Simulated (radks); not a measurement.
Task: The mean radii <r> (bohr) of the occupied orbitals of an atom or ion are listed with their occupations. Method: scalar-relativistic Kohn-Sham, PBE, spin-unpolarised, spherical densities, finite nucleus; Fermi nuclear charge, rms radius of each element as measured or else 0.836 A^(1/3) + 0.57 fm; computed with a radial shooting solver on a logarithmic mesh with Libxc functionals.

| orbital | occ. | <r> |
|---|---|---|
| 1s | 2 | 0.02781 |
| 2s | 2 | 0.1199 |
| 2p | 6 | 0.1048 |
| 3s | 2 | 0.3221 |
| 3p | 6 | 0.3202 |
| 3d | 10 | 0.2968 |
| 4s | 2 | 0.7644 |
| 4p | 6 | 0.8204 |
| 4d | 10 | 0.9653 |
| 5s | 2 | 1.935 |
| 5p | 1 | 2.274 |
| 6s | 1 | 4.389 |

Name the element and its charge.

Result: Z = 52, tellurium, charge +2: Te2+ in [Kr] 4d10 5s2 5p1 6s1. The 1s radius gives Z: for a bare nucleus <r> = (2 gamma + 1)/(2Z) with gamma = sqrt(1 - (Z/c)^2), 0.02741 bohr for Z = 52, and screening makes it slightly larger (0.02781 here). The occupations add up to 50, and the charge is Z minus that.
